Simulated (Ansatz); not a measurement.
Relaxation of C4H7I (12 atoms, charge 0, multiplicity 1), to a largest force component of 0.02 eV/Å in at most 50 steps.

Method: RHF/def2-SVP in Ansatz.

```xyz
12
Properties=species:S:1:pos:R:3:forces:R:3
I -2.910 -0.881 -0.095 -2.26 -1.00 0.49
C -0.647 0.655 -0.520 6.34 1.75 -2.56
C 0.003 0.712 0.848 2.62 -0.14 0.02
C 0.783 -0.625 0.505 -3.66 0.41 -0.74
C 0.407 -0.377 -1.002 -3.18 2.00 4.73
H -0.993 1.530 -1.091 0.41 0.30 0.43
H -0.597 0.703 1.736 -0.60 -0.07 0.25
H 0.782 1.558 0.954 -1.68 -1.11 -0.50
H 1.774 -0.693 0.805 2.17 -0.14 0.42
H 0.194 -1.510 0.940 0.93 1.03 -0.95
H -1.482 0.143 -0.999 -1.75 -2.31 0.22
H 0.052 -1.214 -1.539 0.66 -0.72 -1.82
```

Where does it end, and by what steps?

It converged. The force dipped under the threshold on the way, but the program's further checks kept it going. After 21 steps the energy has fallen by 4.479 eV; H11 moved furthest, 1.53 Å. Parted: C2–H11.

| step | energy less start (eV) | largest force component (eV/Å) | accepted |
| --- | --- | --- | --- |
| 0 | 0.0000 | 6.342 | yes |
| 1 | -1.7114 | 3.560 | yes |
| 2 | -2.7303 | 2.385 | yes |
| 3 | -3.0945 | 1.559 | yes |
| 4 | -3.2077 | 1.206 | yes |
| 5 | -3.3782 | 1.361 | yes |
| 6 | -3.6047 | 1.433 | yes |
| 7 | -3.8960 | 1.760 | yes |
| 8 | -4.1941 | 1.127 | yes |
| 9 | -4.3698 | 0.400 | yes |
| 10 | -4.4304 | 0.298 | yes |
| 11 | -4.4629 | 0.308 | yes |
| 12 | -4.4632 | 0.571 | yes |
| 13 | -4.4621 | 0.411 | no |
| 14 | -4.4771 | 0.145 | yes |
| 15 | -4.4778 | 0.088 | yes |
| 16 | -4.4785 | 0.022 | yes |
| 17 | -4.4787 | 0.020 | yes |
| 18 | -4.4789 | 0.026 | yes |
| 19 | -4.4790 | 0.017 | yes |
| 20 | -4.4791 | 0.029 | yes |
| 21 | -4.4791 | 0.015 | yes |

```xyz
12
Properties=species:S:1:pos:R:3
I -4.044 -1.375 -0.087
C -0.050 0.930 -0.644
C 0.287 0.865 0.831
C 0.808 -0.573 0.526
C 0.392 -0.295 -0.903
H -0.484 1.709 -1.259
H -0.562 0.914 1.517
H 1.049 1.568 1.173
H 1.878 -0.719 0.687
H 0.269 -1.378 1.032
H -2.629 -0.759 -0.523
H 0.452 -0.887 -1.809
```

Whether the end is a true minimum wasn't checked by a vibrational analysis.

Time of the run: 70 s on 2 threads of Intel(R) Xeon(R) Platinum 8175M CPU @ 2.50GHz (Skylake/Cascade Lake), with other jobs on the host, peak memory 0.3 GiB.
